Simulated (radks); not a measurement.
All-electron atom: Sb0.3+ in [Kr] 4d10 5s2 5p(up 2.7, down 0) (fractional occupations, a model configuration).

Method: scalar-relativistic Kohn-Sham, r2SCAN, spin-polarised, spherical densities, finite nucleus; meta-GGA in the generalised Kohn-Sham scheme; Fermi nuclear charge, rms radius 4.6802 fm; computed with a radial shooting solver on a logarithmic mesh with Libxc functionals.

Energy parts (hartree):
total: -6482.13967
kinetic: 6779.59189
electron-nucleus: -15672.56014
Hartree: 2581.51322
exchange-correlation: -170.68464

Orbitals (lengths in bohr, moments of r in powers of bohr; r(90%) holds 90 % of the orbital's charge):
orbital,occ.,eigenvalue (hartree),r(90%),<1/r>
1s up,1,-1115.785,0.0511,54.32
1s down,1,-1115.782,0.0511,54.32
2s up,1,-170.4461,0.189,12.43
2s down,1,-170.4460,0.189,12.43
2p up,3,-152.9150,0.174,11.91
2p down,3,-152.9130,0.174,11.91
3s up,1,-33.71773,0.485,4.437
3s down,1,-33.71604,0.485,4.437
3p up,3,-27.96277,0.493,4.216
3p down,3,-27.96045,0.493,4.216
3d up,5,-19.19700,0.480,3.976
3d down,5,-19.19466,0.480,3.976
4s up,1,-5.69386,1.14,1.750
4s down,1,-5.68826,1.15,1.749
4p up,3,-3.92442,1.25,1.595
4p down,3,-3.91973,1.25,1.594
4d up,5,-1.34739,1.60,1.290
4d down,5,-1.33818,1.58,1.297
5s up,1,-0.60065,3.29,0.5753
5s down,1,-0.50992,3.24,0.5911
5p up,2.7,-0.28937,4.16,0.4569
5p down,0,-0.18390,3.99,0.4741

The highest occupied level is 5p up at -7.874 eV. The spin density at the nucleus is -3.239 e/bohr^3 (1s -0.395, 2s 0.175, 3s 0.232, 4s 0.826, 5s -4.076). Spin moment in Bohr magnetons: 2.7.
